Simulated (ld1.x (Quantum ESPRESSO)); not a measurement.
## u(r) = r·R(r): atom against pseudo-atom (nickel (Ni))

Columns: radius, all-electron u(r) and pseudo u(r) of the 3s shell (level -111.06 eV) of nickel in the configuration [Ne] 3s2 3p6 3d8 4s2 4p0; PBE, scalar-relativistic, RRKJ scheme, ld1.x (Quantum ESPRESSO) 7.5.

```
r (bohr)  all-electron  pseudo
   0.068        0.0292  0.0284
   0.135       -0.6174  0.0822
   0.202       -0.6243  0.1879
   0.270       -0.2232  0.3657
   0.338        0.2812  0.6058
   0.405        0.7143  0.8634
   0.473        1.0292  1.0894
   0.540        1.2129  1.2355
   0.608        1.2918  1.2974
   0.675        1.2908  1.2910
   0.742        1.2370  1.2370
   0.810        1.1495  1.1495
   0.878        1.0447  1.0447
   0.945        0.9353  0.9353
   1.013        0.8253  0.8253
   1.080        0.7223  0.7223
   1.148        0.6259  0.6259
   1.215        0.5400  0.5400
   1.283        0.4623  0.4623
   1.350        0.3950  0.3950
   1.418        0.3355  0.3355
   1.485        0.2847  0.2847
   1.553        0.2403  0.2403
   1.620        0.2029  0.2029
   1.688        0.1706  0.1706
   1.755        0.1436  0.1436
```

Q: How many radial nodes do the two functions have?

A: The all-electron 3s function has n − l − 1 = 2; the pseudo-wave has 0, since the states of the same l below it are removed with the core.

Q: At about which radius was the pseudo-wave matched?

A: 0.70 bohr, where the columns begin to agree (steps of 0.07 bohr).

Q: Is the pseudo-wave norm-conserving?

A: Yes: the RRKJ scheme keeps the norm inside the radius equal to the all-electron one, which fixes the energy derivative of the logarithmic derivative at the level.
